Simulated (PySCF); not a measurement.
## C2H7FOSi

The system: C2H7FOSi, a small molecule; neutral, singlet. The structure, one conformer, was relaxed in the gas phase by PBE0-D3(BJ)/def2-SVP. No frequency run checks that it is a minimum.

SMILES: CC(F)O[SiH3]

Coordinates in Å:
```
C1      0.619    0.752   -0.163
O2     -0.753    0.646   -0.124
Si3    -1.630   -0.655   -0.727
C4      1.274    0.213    1.083
F5      1.094    0.045   -1.253
H6      0.875    1.812   -0.337
H7     -1.701   -0.632   -2.215
H8     -2.993   -0.484   -0.158
H9     -1.051   -1.956   -0.276
H10     0.904    0.758    1.962
H11     1.033   -0.854    1.199
H12     2.365    0.326    1.022
```

Shieldings: GIAO PBE0/pcSseg-2. Shifts are against computed references at the same level: C TMS (σ 184.1 ppm), H TMS (σ 31.24 ppm), Si TMS (σ 341.3 ppm). Core levels by delta-SCF with SCAN, pcX-2 on the ionised atom and pcseg-1 elsewhere, spin-free X2C (2p3/2 is the spin-free 2p value less a third of a first-order spin-orbit splitting); from the vacuum level, for chosen atoms.

Question: Give the shieldings and core levels atom by atom.

Answer: 
| atoms | bonded to | σ (ppm) | δ (ppm) | core level (eV) |
| --- | --- | --- | --- | --- |
| C1 | 1 C + 1 F + 1 O + 1 H | 71.0 | 113.2 | 1s 294.77 |
| O2 | 1 C + 1 Si | 248.2 | - | 1s 538.50 |
| Si3 | 1 O + 3 H | 385.1 | -43.9 | 2p3/2 107.65 |
| C4 | 1 C + 3 H | 160.3 | 23.8 | 1s 291.12 |
| F5 | 1 C | 306.9 | - | 1s 692.55 |
| H6 | 1 C | 25.45 | 5.79 | - |
| H7 H8 H9 | 1 Si | 26.31 | 4.93 | - |
| H10 H11 H12 | 1 C | 29.94 | 1.30 | - |

Values are those of this one static structure, with the three H of a rotating XH3 group averaged; atoms that internal rotation interchanges would show their mean in an NMR spectrum.

Question: Which of C1, C4 holds its core electrons tightest, and by how much against the loosest?

Answer: C1 (bonded to 1 C + 1 F + 1 O + 1 H), by 3.65 eV over C4 (bonded to 1 C + 3 H).

Question: By CAM-B3LYP/def2-SVPD (TDDFT singlets, Tamm-Dancoff triplets, ionisation by delta-SCF), where does absorption start, and what does vertical ionisation take?

Answer: The first singlet with intensity lies at 8.19 eV (f 0.032); what lies below it is dark. The lowest singlet lies at 7.53 eV (f 0.000), the strongest of the first 6 at 8.71 eV (f 0.049), the lowest triplet at 7.18 eV; vertical ionisation takes 10.67 eV.

The 3 runs behind this took 2 min in all, one thread each of Arm Neoverse V1 on a shared host, launched as `OMP_NUM_THREADS=1 python cluster_run.py task.json out`.
